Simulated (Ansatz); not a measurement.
`[SiH3]C1BN1` + `[OH][GeH]([F])[F]` → `[F][GeH]([F])[O][SiH3]` + `B1CN1`  (ligand exchange at the Si–C bond)

Gas-phase electronic energies from Ansatz, PBE0-D4/def2-TZVP geometries. CCSD(T)/CBS adds triple-zeta CCSD(T) − MP2 to the extrapolated MP2 energy (def2 sets, frozen cores). This one scheme is used for every species. Functionals use def2-TZVPP. For Ge outer-core shells are correlated without core-valence functions, which leaves a few kJ/mol of doubt a bond. Scalar relativity is left out up to krypton. One conformer a species, not always the lowest.

`[SiH3]C1BN1`:

Z-matrix (Å, degrees):
```
Si
C 1 1.863
H 1 1.492 2 112.4
H 1 1.489 2 109.5 3 119.6
H 1 1.489 2 109.9 3 -120.2
B 2 1.572 1 121.7 3 -133.0
N 2 1.485 1 119.5 3 -71.9
H 2 1.093 1 115.8 3 71.4
H 6 1.182 2 153.7 1 -74.2
H 7 1.002 2 133.9 1 60.7
```

`[OH][GeH]([F])[F]`:

```xyz
6

O     0.573    0.299   -1.235
Ge   -0.159   -0.323    0.218
F    -1.598    0.560    0.553
F     0.852    0.033    1.563
H     0.765    1.241   -1.204
H    -0.433   -1.810    0.106
```

`[F][GeH]([F])[O][SiH3]`:

```xyz
9

F    -1.393   -1.969    0.389
Ge   -1.544   -0.274    0.157
F    -1.575    0.382    1.745
O    -0.118    0.296   -0.639
Si    1.502    0.358   -0.323
H    -2.813    0.063   -0.603
H     1.837   -0.493    0.846
H     2.219   -0.128   -1.526
H     1.884    1.764   -0.045
```

`B1CN1`:

```xyz
7

B    -0.196   -0.138    0.925
C    -0.131    0.598   -0.451
N     0.356   -0.749   -0.135
H    -0.464   -0.249    2.071
H    -1.000    0.663   -1.104
H     0.626    1.355   -0.657
H     0.809   -1.480   -0.649
```

| level | ΔE (kcal/mol) |
| --- | --- |
| r2SCAN0-D4 | -24.3 |
| CAM-B3LYP | -25.6 |
| RPA@PBE/def2-TZVPP | -24.8 |
| HF/def2-SVP | -28.4 |

(1) What does CCSD(T)/CBS give? (An estimate is asked.)

Largest T1 diagnostic among the species: 0.014.

Results:

(1) Computed: -24.5 kcal/mol. The listed levels differ from it by 0.2, -1.1, -0.3, -3.9 kcal/mol.

In def2-TZVPP, CCSD(T) changes the Hartree–Fock value by +5.3 kcal/mol (the triples alone add +0.9 kcal/mol) and MP2 by +5.2 kcal/mol. Leaving LDA and LC-ωPBE aside and taking each functional with its dispersion term where it has one, the values, not all of them listed here, spread over 7.1 kcal/mol, from BHLYP-D4 to revPBE-D4.
